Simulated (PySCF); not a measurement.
Compound: C₄H₄F₄O₂.
SMILES with atom numbers: `[F:1][CH:2]([F:3])[O:4][C@@H:5]1[O:6][C@@H:7]1[CH:8]([F:9])[F:10]`

Cartesian coordinates in Å at the GFN2-xTB level; atoms count from 1:
```xyz
14
C4H4F4O2 angstrom
F     -2.820   -0.210   -1.267
C     -2.142   -0.519   -0.137
F     -2.966   -0.291    0.883
O     -1.052    0.293    0.014
C     -0.017    0.031   -0.871
O      0.750   -1.093   -0.626
C      1.357    0.144   -0.373
C      1.603    0.514    1.075
F      1.547    1.856    1.218
F      2.849    0.147    1.444
H     -1.894   -1.596   -0.177
H     -0.249    0.241   -1.914
H      2.152    0.432   -1.055
H      0.881    0.053    1.765
```

Probes without a nucleus sit at each ring's centroid and 1 Å off its mean plane on both sides; NICS is minus the shielding there, NICSzz its component along the normal. Level: GIAO PBE0/pcSseg-1 (PySCF, non-relativistic, gas phase) on the GFN2-xTB geometry, one conformer.

Ring bond lengths (Å), with Mayer bond orders in brackets: C5–O6 1.383 (0.98), O6–C7 1.400 (0.90), C7–C5 1.466 (0.97).

Problem. What do the NICS probes read (ppm)?

Solution. 
| ring | type | NICS(0) | NICS(1), two faces | NICS(1)zz, two faces | rms pucker (Å) | centre to ring atoms, mean (Å) |
| --- | --- | --- | --- | --- | --- | --- |
| C5–O6–C7 | 3-membered ring with O; formal bonds all single | -43.9 | -5.1 / -7.1 | -14.7 / -23.2 | 0.00 | 0.82 |

Problem. What can be read from them?

Solution. 
- C5–O6–C7: mean NICS(1)zz -18.9 ppm, shielded. C5, C7 have four or more neighbours, and the NICS criterion for π rings isn't applied. The two faces differ by 8.5 ppm, so no symmetry operation interchanges them. NICS(0) lies 38 ppm below the mean NICS(1).

Problem. At the first NICS(1) probe listed for ring C5–O6–C7, 1 Å off the ring, how large is the induced field along the normal in 9.4 T applied along it?

Solution. NICSzz × B0 = -14.7 ppm × 9.4 T = -138 μT, against the applied field.

Problem. What are the shieldings of the ring atoms and their hydrogens in the same run (means over atoms taken as equivalent)?

Solution. 
```tsv
atoms	environment	σ isotropic (ppm)
C5	sp3 carbon bearing two oxygens	113.8
O6	epoxide oxygen	269.4
C7	sp3 carbon bound to oxygen	132.3
H12	methine hydrogen	26.86
H13	methine hydrogen	28.77
```
